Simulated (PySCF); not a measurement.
Stepwise substitution at one centre (B I-SH). Gas-phase values, no solvent. One relaxed conformer stands for each flexible species; it need not be the lowest. Strings in code marks are SMILES.

Quantity: vertical ionisation energy (energy after one electron is removed minus that of the parent at the parent's geometry), in eV.

Case: `SB(S)I` (H–S–B–I torsion 180°, I–B–S–H torsion -180°). Geometry of `SB(S)I` (neutral, multiplicity 1, Å):

```xyz
6

S     -1.6007     0.1056     0.2309
B      0.1119     0.5753     0.0382
S      1.5296    -0.4708    -0.2555
I      0.5186     2.6684     0.1759
H     -1.4506    -1.2236     0.0871
H      0.8911    -1.6548    -0.2767
```

**Question.** What is the computed vertical ionisation energy (energy after one electron is removed minus that of the parent at the parent's geometry) (minus the HOMO energy of PBE-D3(BJ)/def2-TZVP // PBE0-D3(BJ)/def2-TZVP (PySCF))?

**Answer.** 6.55 eV.
